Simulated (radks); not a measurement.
The numbers below are computed, except where a source is named.
Question: All-electron atom: neutral palladium in [Ar] 3d10 4s2 4p5.5 4d10 5d0.5 (fractional occupations, a model configuration). Level of theory: Dirac Kohn-Sham, PBE, spin-unpolarised, spherical densities, point nucleus; open shells fill j = l - 1/2 first (a radial shooting solver on a logarithmic mesh with Libxc functionals). Some entries of the table are withheld. Estimate them.

| orbital | occ. | eigenvalue (hartree) | <1/r> (bohr^-1) |
|---|---|---|---|
| 1s1/2 | 2 | -887.8205 | 48.24 |
| 2s1/2 | 2 | -129.7596 | 11.09 |
| 2p1/2 | 2 | -120.3734 | 11.07 |
| 2p3/2 | 4 | -114.5148 | 10.43 |
| 3s1/2 | 2 | (1) | 3.863 |
| 3p1/2 | 2 | -19.85393 | 3.767 |
| 3p3/2 | 4 | -18.83276 | 3.612 |
| 3d3/2 | 4 | (2) | 3.444 |
| 3d5/2 | 6 | (3) | 3.404 |
| 4s1/2 | 2 | -3.31725 | 1.464 |
| 4p1/2 | 2 | (4) | 1.340 |
| 4p3/2 | 3.5 | (5) | 1.291 |
| 4d3/2 | 4 | -0.31845 | (6) |
| 4d5/2 | 6 | -0.30129 | (7) |
| 5s1/2 | 0 | -0.22145 | 0.4093 |
| 5p1/2 | 0 | -0.08107 | 0.2791 |
| 5p3/2 | 0 | -0.07579 | 0.2664 |
| 5d3/2 | 0.5 | (8) | 0.07276 |
| 5d5/2 | 0 | (9) | 0.07267 |

Answer: 
(1) 3s1/2 eigenvalue (hartree): -23.55867
(2) 3d3/2 eigenvalue (hartree): -12.27398
(3) 3d5/2 eigenvalue (hartree): -12.07039
(4) 4p1/2 eigenvalue (hartree): -2.17280
(5) 4p3/2 eigenvalue (hartree): -2.00884
(6) 4d3/2 <1/r> (bohr^-1): 0.9244
(7) 4d5/2 <1/r> (bohr^-1): 0.9089
(8) 5d3/2 eigenvalue (hartree): -0.01633
(9) 5d5/2 eigenvalue (hartree): -0.01631
